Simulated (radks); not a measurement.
Values are calculated unless marked as measured or tabulated.
Question: The lutetium ion Lu4+, configuration [Xe] 4f13. Code: a radial shooting solver on a logarithmic mesh with Libxc functionals. Model: scalar-relativistic Kohn-Sham, r2SCAN, spin-unpolarised, spherical densities, finite nucleus; meta-GGA in the generalised Kohn-Sham scheme; Fermi nuclear charge, rms radius 5.37 fm. Some entries of the table are withheld. Estimate them.

| orbital | occ. | eigenvalue (hartree) | r(max) (bohr) | <1/r> (bohr^-1) |
|---|---|---|---|---|
| 1s | 2 | -2328.491 | 0.01213 | (1) |
| 2s | 2 | -398.7750 | (2) | 19.19 |
| 2p | 6 | -350.9409 | (3) | 17.56 |
| 3s | 2 | -92.13519 | 0.1955 | 7.107 |
| 3p | 6 | -77.71018 | 0.1930 | (4) |
| 3d | 10 | -60.36594 | 0.1576 | 6.235 |
| 4s | 2 | (5) | 0.4461 | 2.998 |
| 4p | 6 | -15.22280 | 0.4669 | 2.736 |
| 4d | 10 | -8.98095 | 0.4805 | 2.425 |
| 5s | 2 | -3.94562 | 1.033 | 1.158 |
| 5p | 6 | -2.78158 | 1.168 | (6) |
| 4f | 13 | -2.11815 | 0.4666 | 1.886 |

Answer: 
(1) 1s <1/r> (bohr^-1): 82.19
(2) 2s r(max) (bohr): 0.06928
(3) 2p r(max) (bohr): 0.05660
(4) 3p <1/r> (bohr^-1): 6.597
(5) 4s eigenvalue (hartree): -19.98327
(6) 5p <1/r> (bohr^-1): 0.9876
